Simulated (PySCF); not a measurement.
Be(Me)(SiH3) (CH₆BeSi), SMILES [CH3][Be][SiH3]. Atoms are numbered in the order given.

```xyz
9

Be     0.0000     0.0000    -0.7544
C      0.0000     0.0000    -2.4314
H     -0.6800     0.7635    -2.8456
H     -0.3212    -0.9707    -2.8456
H      1.0013     0.2072    -2.8456
Si     0.0000     0.0000     1.4362
H     -0.1768    -1.3765     2.0120
H     -1.1037     0.8414     2.0120
H      1.2805     0.5351     2.0120
```

Coordinates come from a PBE-D3(BJ)/def2-TZVP optimisation.

Computed with B3LYP/pcJ-1 run with PySCF.

Isotropic couplings with Fermi-contact, spin-dipole and both spin-orbit terms, one fixed conformer, no vibrational averaging. Isotopes: 13C, 1H, 29Si.

| pair | bonds apart | J (Hz) |
|---|---|---|
| C2–H3 | 1 | 121.5 |
| C2–H4 | 1 | 121.5 |
| C2–H5 | 1 | 121.5 |
| Si6–H7 | 1 | -188.7 |
| Si6–H8 | 1 | -188.7 |
| Si6–H9 | 1 | -188.7 |
| C2–Si6 | 2 | (withheld) |
| H3–H4 | 2 | -16.4 |
| H3–H5 | 2 | -16.4 |
| H4–H5 | 2 | -16.4 |
| H7–H8 | 2 | (withheld) |
| H7–H9 | 2 | (withheld) |
| H8–H9 | 2 | (withheld) |
| C2–H7 | 3 | 0.8 |
| C2–H8 | 3 | 0.8 |
| C2–H9 | 3 | 0.8 |
| H3–Si6 | 3 | 0.6 |
| H4–Si6 | 3 | 0.5 |
| H5–Si6 | 3 | 0.4 |
| H3–H7 | 4 | (withheld) |
| H3–H8 | 4 | (withheld) |
| H3–H9 | 4 | (withheld) |
| H4–H7 | 4 | (withheld) |
| H4–H8 | 4 | (withheld) |
| H4–H9 | 4 | (withheld) |
| H5–H7 | 4 | (withheld) |
| H5–H8 | 4 | (withheld) |
| H5–H9 | 4 | (withheld) |

Task: Fill in the missing entries. (An estimate is asked for; the answer gives what the named calculation found.)

Result: 
- C2–Si6, J (Hz): -17.1
- H7–H8, J (Hz): -4.4
- H7–H9, J (Hz): -4.4
- H8–H9, J (Hz): -4.4
- H3–H7, J (Hz): -0.3
- H3–H8, J (Hz): 1.0
- H3–H9, J (Hz): -0.3
- H4–H7, J (Hz): 1.0
- H4–H8, J (Hz): -0.3
- H4–H9, J (Hz): -0.3
- H5–H7, J (Hz): -0.3
- H5–H8, J (Hz): -0.3
- H5–H9, J (Hz): 1.0
